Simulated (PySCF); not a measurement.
# `CC(C)O[SiH2]C(C)(C)C`: 4 charge schemes on one density

Compound: C7H18OSi.
Cartesian coordinates in Å at the GFN2-xTB level; atoms count from 1:
```xyz
27
C7H18OSi angstrom
C      2.707   -1.510   -0.970
C      2.249   -0.079   -0.699
C      3.122    0.591    0.355
O      0.907   -0.128   -0.289
Si    -0.113    1.072    0.064
C     -1.777    0.183    0.340
C     -2.232   -0.525   -0.936
C     -2.827    1.220    0.731
C     -1.661   -0.849    1.462
H      3.725   -1.514   -1.350
H      2.667   -2.088   -0.051
H      2.053   -1.976   -1.702
H      2.303    0.505   -1.630
H      4.167    0.547    0.061
H      2.997    0.083    1.308
H      2.829    1.631    0.474
H      0.281    1.811    1.271
H     -0.199    2.041   -1.038
H     -2.357    0.188   -1.749
H     -3.185   -1.029   -0.776
H     -1.499   -1.268   -1.242
H     -2.536    1.739    1.642
H     -3.793    0.745    0.903
H     -2.948    1.962   -0.055
H     -0.902   -1.590    1.221
H     -1.386   -0.370    2.400
H     -2.610   -1.365    1.608
```

Density: PBE0/pcSseg-1 (PySCF); schemes: Mulliken, IAO, Hirshfeld and ESP-fitted. Isolated species at its GFN2-xTB geometry (one conformer only).

Atoms with like bonding are taken together and averaged. For which atoms does the sign change between the 4 schemes (beyond +0.03 e in one, beyond −0.03 e in another)?

C6 and H13.

Do the Mulliken, IAO, Hirshfeld and ESP-fitted schemes agree on where the charge is lowest?

The schemes don't all agree: Mulliken C6 (-0.754); IAO O4 (-0.646); Hirshfeld O4 (-0.205); ESP-fitted C1/C3 (-0.634).

At which atom do the 4 schemes differ most?

At C6: from -0.754 (Mulliken) to +0.572 e (ESP-fitted), 1.326 e apart.

Give the atomic charges in each scheme.

In e; atoms taken as equivalent share a row and are averaged (×n: the atom named and its like, n in all):

```csv
atom,environment,Mulliken,IAO,Hirshfeld,ESP-fitted
C1/C3,methyl carbon,-0.244,-0.429,-0.125,-0.634
C2,sp3 carbon bound to oxygen,-0.010,+0.115,+0.059,+0.661
O4,silyl ether oxygen,-0.635,-0.646,-0.205,-0.489
Si5,oxygen-bound silicon,+0.865,+0.978,+0.382,+0.369
C6,sp3 carbon bound to silicon,-0.754,-0.208,-0.058,+0.572
C7/C8/C9,methyl carbon,-0.178,-0.413,-0.121,-0.509
H10 (×6),methyl hydrogen,+0.116,+0.144,+0.042,+0.159
H13,methine hydrogen,+0.102,+0.117,+0.033,-0.030
H17/H18,Si–H hydrogen,-0.120,-0.164,-0.091,-0.122
H19 (×9),methyl hydrogen,+0.111,+0.134,+0.036,+0.111
```

Mean size of the charges over all atoms: ESP-fitted 0.264 e, IAO 0.243 e, Mulliken 0.197 e, Hirshfeld 0.078 e. Each set sums to the total charge, 0, to within 0.001 e. The Hirshfeld scheme divides the density at each point in proportion to the densities of the neutral, spherically averaged free atoms. The Mulliken scheme counts on each atom the diagonal of the density matrix times the overlap matrix over that atom's basis functions.

Some averages cover members that differ in this geometry: C7/C8/C9, ESP-fitted -0.532 to -0.490; C1/C3, Mulliken -0.261 to -0.227 e.

How closely do the schemes follow one another over all atoms?

Correlation coefficient and root-mean-square difference: IAO with Hirshfeld 0.99, 0.209 e; Mulliken with IAO 0.89, 0.146 e; Mulliken with Hirshfeld 0.88, 0.196 e; IAO with ESP-fitted 0.75, 0.231 e; Hirshfeld with ESP-fitted 0.71, 0.269 e; Mulliken with ESP-fitted 0.40, 0.341 e.

Sum the charges by element, for elements with more than one atom.

| element | atoms | Mulliken | IAO | Hirshfeld | ESP-fitted |
| --- | --- | --- | --- | --- | --- |
| C | 7 | -1.787 | -2.190 | -0.610 | -1.563 |
| H | 18 | +1.557 | +1.858 | +0.433 | +1.682 |

These values come from a run that also computed NMR shieldings. Time: 52 s of wall time. Hardware: one thread, x86-64 server, on a shared host.
